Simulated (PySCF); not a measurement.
Finite-field polarisability of Bi (bismuth, neutral)

[Xe] 4f14 5d10 6s2 6p3, high-spin 4S determinant. Calculation: PySCF 2.14, in aug-cc-pVTZ-DK3 (9s8p6d3f, 84 functions); the spin-free X2C one-electron Hamiltonian (Gaussian nucleus). Frozen: [Xe] 4f14 5d10. Energy changes in a uniform field (μhartree):

```tsv
axis	F (au)	HF	MP2	CCSD	CCSD(T)
x	0.002	-99.744	-100.414	-100.756	-100.969
x	0.004	-399.302	-401.979	-403.350	-404.204
```

(1) Derive α along x at CCSD(T) from the two fields.

(2) And the mean polarisability at each level?

Spin-orbit coupling is strong in this species (close to jj coupling), so the high-spin LS determinant is a model state, not a physical level.

Results:

(1) With ΔE = −αF²/2 − γF⁴/24, α = −(16 ΔE(F) − ΔE(2F))/(6F²) = 50.47 bohr³.

(2) HF 49.86, MP2 50.19, CCSD 50.36, CCSD(T) 50.47 bohr³. Reference: 48 ± 4 bohr³ (recommended; Schwerdtfeger and Nagle, table of static dipole polarizabilities (2023 update)).
